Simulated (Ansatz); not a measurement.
# Molecular dynamics of CH₄SSi₂

Input:

```yaml
crystal:
  periodic: [false, false, false]
  atoms:
    - { symbol: C, position_ang: [-0.604975, 0.925576, -0.750956] }
    - { symbol: Si, position_ang: [-0.414366, 0.934985, 1.033275] }
    - { symbol: Si, position_ang: [0.424168, -1.198415, 0.29332] }
    - { symbol: S, position_ang: [-0.829676, -0.707099, -1.427272] }
    - { symbol: H, position_ang: [-0.673787, 1.662708, -1.548464] }
    - { symbol: H, position_ang: [0.381101, 2.21896, 1.371672] }
    - { symbol: H, position_ang: [1.758619, -1.382861, -0.23795] }
    - { symbol: H, position_ang: [0.075528, -2.391159, 1.022007] }
basis:
  gaussian: { orbitals: "6-31G*" }
hamiltonian:
  xc: revpbe
md:
  timestep: 0.5
  n_steps: 100
  ensemble: nve
  temperature: 100.0
  initial_velocities: maxwell_boltzmann
  seed: 984425
scf:
  lower_state_search: "off"
```

Launched with:

```bash
$ ansatz run input.yaml --threads 1 --pin off --max-ram 2048MiB --backend cpu --events-out ev --progress --plain --runs-dir out
```

It goes on from the last frame of an earlier run, with new velocities.

Output, in part (one step line in 2, the closing report, with atoms numbered from 0):

```
md step     0: t =     0.00 fs  T =   100.0 K  F+E_penalty+E_count = -27684.31740917 eV  E_kin = 0.077556 eV  conserved = -27684.23985318 eV  (17 SCF iters)
md step     2: t =     1.00 fs  T =   122.1 K  F+E_penalty+E_count = -27684.33474455 eV  E_kin = 0.094685 eV  conserved = -27684.24005913 eV  (24 SCF iters)
md step     4: t =     2.00 fs  T =   165.2 K  F+E_penalty+E_count = -27684.36851780 eV  E_kin = 0.128092 eV  conserved = -27684.24042625 eV  (24 SCF iters)
md step     6: t =     3.00 fs  T =   201.1 K  F+E_penalty+E_count = -27684.39660186 eV  E_kin = 0.155945 eV  conserved = -27684.24065638 eV  (24 SCF iters)
md step     8: t =     4.00 fs  T =   211.1 K  F+E_penalty+E_count = -27684.40437502 eV  E_kin = 0.163747 eV  conserved = -27684.24062773 eV  (24 SCF iters)
md step    10: t =     5.00 fs  T =   196.1 K  F+E_penalty+E_count = -27684.39249919 eV  E_kin = 0.152070 eV  conserved = -27684.24042937 eV  (24 SCF iters)
md step    12: t =     6.00 fs  T =   170.4 K  F+E_penalty+E_count = -27684.37238060 eV  E_kin = 0.132171 eV  conserved = -27684.24020974 eV  (24 SCF iters)
md step    14: t =     7.00 fs  T =   151.1 K  F+E_penalty+E_count = -27684.35726075 eV  E_kin = 0.117191 eV  conserved = -27684.24006997 eV  (23 SCF iters)
md step    16: t =     8.00 fs  T =   149.2 K  F+E_penalty+E_count = -27684.35574404 eV  E_kin = 0.115698 eV  conserved = -27684.24004556 eV  (23 SCF iters)
md step    18: t =     9.00 fs  T =   166.6 K  F+E_penalty+E_count = -27684.36933457 eV  E_kin = 0.129203 eV  conserved = -27684.24013162 eV  (24 SCF iters)
md step    20: t =    10.00 fs  T =   196.3 K  F+E_penalty+E_count = -27684.39255087 eV  E_kin = 0.152244 eV  conserved = -27684.24030663 eV  (23 SCF iters)
md step    22: t =    11.00 fs  T =   224.4 K  F+E_penalty+E_count = -27684.41453371 eV  E_kin = 0.174024 eV  conserved = -27684.24050977 eV  (24 SCF iters)
md step    24: t =    12.00 fs  T =   235.4 K  F+E_penalty+E_count = -27684.42321493 eV  E_kin = 0.182597 eV  conserved = -27684.24061800 eV  (24 SCF iters)
md step    26: t =    13.00 fs  T =   222.1 K  F+E_penalty+E_count = -27684.41279650 eV  E_kin = 0.172283 eV  conserved = -27684.24051326 eV  (23 SCF iters)
md step    28: t =    14.00 fs  T =   193.6 K  F+E_penalty+E_count = -27684.39034846 eV  E_kin = 0.150128 eV  conserved = -27684.24022061 eV  (23 SCF iters)
md step    30: t =    15.00 fs  T =   172.5 K  F+E_penalty+E_count = -27684.37377365 eV  E_kin = 0.133820 eV  conserved = -27684.23995382 eV  (22 SCF iters)
md step    32: t =    16.00 fs  T =   179.2 K  F+E_penalty+E_count = -27684.37893656 eV  E_kin = 0.138982 eV  conserved = -27684.23995436 eV  (22 SCF iters)
md step    34: t =    17.00 fs  T =   213.4 K  F+E_penalty+E_count = -27684.40574222 eV  E_kin = 0.165504 eV  conserved = -27684.24023809 eV  (22 SCF iters)
md step    36: t =    18.00 fs  T =   253.7 K  F+E_penalty+E_count = -27684.43729774 eV  E_kin = 0.196732 eV  conserved = -27684.24056575 eV  (23 SCF iters)
md step    38: t =    19.00 fs  T =   274.5 K  F+E_penalty+E_count = -27684.45360874 eV  E_kin = 0.212913 eV  conserved = -27684.24069598 eV  (23 SCF iters)
md step    40: t =    20.00 fs  T =   264.8 K  F+E_penalty+E_count = -27684.44593233 eV  E_kin = 0.205345 eV  conserved = -27684.24058734 eV  (24 SCF iters)
md step    42: t =    21.00 fs  T =   231.5 K  F+E_penalty+E_count = -27684.41991182 eV  E_kin = 0.179549 eV  conserved = -27684.24036267 eV  (24 SCF iters)
md step    44: t =    22.00 fs  T =   191.6 K  F+E_penalty+E_count = -27684.38879413 eV  E_kin = 0.148632 eV  conserved = -27684.24016179 eV  (24 SCF iters)
md step    46: t =    23.00 fs  T =   161.0 K  F+E_penalty+E_count = -27684.36493619 eV  E_kin = 0.124877 eV  conserved = -27684.24005897 eV  (24 SCF iters)
md step    48: t =    24.00 fs  T =   148.0 K  F+E_penalty+E_count = -27684.35486700 eV  E_kin = 0.114794 eV  conserved = -27684.24007260 eV  (24 SCF iters)
md step    50: t =    25.00 fs  T =   151.7 K  F+E_penalty+E_count = -27684.35781271 eV  E_kin = 0.117617 eV  conserved = -27684.24019579 eV  (24 SCF iters)
md step    52: t =    26.00 fs  T =   162.3 K  F+E_penalty+E_count = -27684.36623006 eV  E_kin = 0.125844 eV  conserved = -27684.24038644 eV  (23 SCF iters)
md step    54: t =    27.00 fs  T =   165.3 K  F+E_penalty+E_count = -27684.36875891 eV  E_kin = 0.128212 eV  conserved = -27684.24054691 eV  (23 SCF iters)
md step    56: t =    28.00 fs  T =   149.4 K  F+E_penalty+E_count = -27684.35641723 eV  E_kin = 0.115867 eV  conserved = -27684.24055064 eV  (23 SCF iters)
md step    58: t =    29.00 fs  T =   115.7 K  F+E_penalty+E_count = -27684.33007682 eV  E_kin = 0.089739 eV  conserved = -27684.24033760 eV  (23 SCF iters)
md step    60: t =    30.00 fs  T =    81.8 K  F+E_penalty+E_count = -27684.30343692 eV  E_kin = 0.063415 eV  conserved = -27684.24002224 eV  (23 SCF iters)
md step    62: t =    31.00 fs  T =    71.9 K  F+E_penalty+E_count = -27684.29562475 eV  E_kin = 0.055760 eV  conserved = -27684.23986485 eV  (15 SCF iters)
md step    64: t =    32.00 fs  T =    97.7 K  F+E_penalty+E_count = -27684.31582030 eV  E_kin = 0.075786 eV  conserved = -27684.24003452 eV  (23 SCF iters)
md step    66: t =    33.00 fs  T =   146.2 K  F+E_penalty+E_count = -27684.35379509 eV  E_kin = 0.113398 eV  conserved = -27684.24039691 eV  (23 SCF iters)
md step    68: t =    34.00 fs  T =   189.6 K  F+E_penalty+E_count = -27684.38770406 eV  E_kin = 0.147051 eV  conserved = -27684.24065265 eV  (23 SCF iters)
md step    70: t =    35.00 fs  T =   207.3 K  F+E_penalty+E_count = -27684.40142542 eV  E_kin = 0.160779 eV  conserved = -27684.24064633 eV  (23 SCF iters)
md step    72: t =    36.00 fs  T =   198.4 K  F+E_penalty+E_count = -27684.39431694 eV  E_kin = 0.153871 eV  conserved = -27684.24044601 eV  (23 SCF iters)
md step    74: t =    37.00 fs  T =   177.5 K  F+E_penalty+E_count = -27684.37787279 eV  E_kin = 0.137663 eV  conserved = -27684.24021024 eV  (23 SCF iters)
md step    76: t =    38.00 fs  T =   162.8 K  F+E_penalty+E_count = -27684.36633836 eV  E_kin = 0.126278 eV  conserved = -27684.24006007 eV  (23 SCF iters)
md step    78: t =    39.00 fs  T =   166.3 K  F+E_penalty+E_count = -27684.36898980 eV  E_kin = 0.128946 eV  conserved = -27684.24004408 eV  (22 SCF iters)
md step    80: t =    40.00 fs  T =   189.2 K  F+E_penalty+E_count = -27684.38685984 eV  E_kin = 0.146712 eV  conserved = -27684.24014828 eV  (22 SCF iters)
md step    82: t =    41.00 fs  T =   223.3 K  F+E_penalty+E_count = -27684.41346628 eV  E_kin = 0.173145 eV  conserved = -27684.24032172 eV  (22 SCF iters)
md step    84: t =    42.00 fs  T =   254.8 K  F+E_penalty+E_count = -27684.43811142 eV  E_kin = 0.197617 eV  conserved = -27684.24049409 eV  (22 SCF iters)
md step    86: t =    43.00 fs  T =   270.7 K  F+E_penalty+E_count = -27684.45049591 eV  E_kin = 0.209917 eV  conserved = -27684.24057918 eV  (22 SCF iters)
md step    88: t =    44.00 fs  T =   265.1 K  F+E_penalty+E_count = -27684.44608161 eV  E_kin = 0.205586 eV  conserved = -27684.24049578 eV  (22 SCF iters)
md step    90: t =    45.00 fs  T =   245.4 K  F+E_penalty+E_count = -27684.43058191 eV  E_kin = 0.190327 eV  conserved = -27684.24025493 eV  (22 SCF iters)
md step    92: t =    46.00 fs  T =   230.4 K  F+E_penalty+E_count = -27684.41870511 eV  E_kin = 0.178679 eV  conserved = -27684.24002650 eV  (22 SCF iters)
md step    94: t =    47.00 fs  T =   237.1 K  F+E_penalty+E_count = -27684.42393119 eV  E_kin = 0.183908 eV  conserved = -27684.24002353 eV  (23 SCF iters)
md step    96: t =    48.00 fs  T =   265.8 K  F+E_penalty+E_count = -27684.44640482 eV  E_kin = 0.206139 eV  conserved = -27684.24026564 eV  (23 SCF iters)
md step    98: t =    49.00 fs  T =   298.2 K  F+E_penalty+E_count = -27684.47183228 eV  E_kin = 0.231285 eV  conserved = -27684.24054732 eV  (24 SCF iters)
md step   100: t =    50.00 fs  T =   312.6 K  F+E_penalty+E_count = -27684.48309806 eV  E_kin = 0.242435 eV  conserved = -27684.24066344 eV  (24 SCF iters)
Total energy: -27684.48314316 eV, -1017.3859902943 hartree
Atom 0 at    -0.677975     0.923280    -0.761118 Å, force    -0.261563     0.298812    -0.677436 eV/Å
Atom 1 at    -0.378248     0.900604     0.996666 Å, force     0.454551     0.523422     0.880092 eV/Å
Atom 2 at     0.415744    -1.185629     0.364298 Å, force     0.158588     0.003302    -0.540973 eV/Å
Atom 3 at    -0.828388    -0.687539    -1.462845 Å, force     0.174108    -0.071685     0.312756 eV/Å
Atom 4 at    -0.897282     1.794035    -1.407259 Å, force     0.032182    -0.275402    -0.083123 eV/Å
Atom 5 at     0.579118     2.026762     1.424197 Å, force    -0.281073    -0.253557    -0.045318 eV/Å
Atom 6 at     1.832382    -1.242498    -0.181988 Å, force    -0.274103    -0.026344     0.201880 eV/Å
Atom 7 at     0.084512    -2.463708     1.067222 Å, force    -0.002689    -0.198549    -0.047878 eV/Å
Dipole moment:     0.146416    -0.005537     0.052261 e Å
```

All steps were run. The conserved energy stayed within 0.11 meV per atom of its start (net change -0.1 meV per atom), so the integration is sound. The system heated up, since it started high on the potential surface and ran downhill. A run of 0.05 ps of so small a system gives no equilibrium averages.

The same pairs are bonded in the first frame and the last. Pairs count as bonded within 1.25 times the sum of covalent radii (0.12 Å more for H–H).

Last frame:

```xyz
8
Properties=species:S:1:pos:R:3
C -0.678 0.923 -0.761
Si -0.378 0.901 0.997
Si 0.416 -1.186 0.364
S -0.828 -0.688 -1.463
H -0.897 1.794 -1.407
H 0.579 2.027 1.424
H 1.832 -1.242 -0.182
H 0.085 -2.464 1.067
```

Time of the run: 120 s on 1 thread of Intel(R) Xeon(R) 6975P-C (Granite Rapids), with other jobs on the host, peak memory 0.12 GiB.
